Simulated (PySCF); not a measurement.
# Worked example: entropy of an ideal gas

Ti(Cl)(OH)3 (ClH3O3Ti), SMILES [OH][Ti]([OH])([OH])[Cl], multiplicity 1.

Geometry: r2SCAN-D4/def2-SVP. The multiplicity is an assumed one; no other spin state was optimised. The structure was generated by enumeration; whether it is a known compound was not checked. The values are those of a single conformer.

r2SCAN-D4/def2-SVP in PySCF 2.14.0 gives the harmonic wavenumbers 150, 150, 156, 190, 190, 245, 246, 287, 412, 432, 432, 465, 766, 818, 818, 3876, 3876, 3884 cm⁻¹ and the rotational temperatures 0.1605, 0.0951, 0.0951 K. The molar mass is 134.34 g/mol, the symmetry number 3, the spin multiplicity 1.

Problem. Work out the entropy at 298.15 K and 1 atm in the rigid-rotor, harmonic-oscillator model.

Solution. 
Translation (Sackur–Tetrode at 1 atm): S = R[1.5 ln M + 2.5 ln T − 1.16487] = 169.9 J/(mol K).
Rotation: q = (√π/σ) T^1.5/√(θA θB θC) = 79800, S = R[ln q + 3/2] = 106.3 J/(mol K).
Vibration: with u = 1.4388 ν/T, each mode gives R[u/(e^u − 1) − ln(1 − e^−u)]:
```csv
ν (cm⁻¹),modes,u,S (J/(mol K))
150,2,0.72,22.36
156,1,0.75,10.87
190,2,0.92,18.64
245,1,1.18,7.39
246,1,1.19,7.36
287,1,1.38,6.24
412,1,1.99,3.85
432,2,2.08,7.13
465,1,2.24,3.15
766,1,3.70,0.99
818,2,3.95,1.62
```
The stiffer modes add less than 0.005 each. Sum 89.6 J/(mol K).
Spin: R ln 1 = 0.0 J/(mol K).
Total 365.8 J/(mol K); the program's own thermochemistry gives 365.7. Translation makes up 46 % and vibration 24 %. Anharmonicity, hindered rotation and orbital degeneracy are left out.
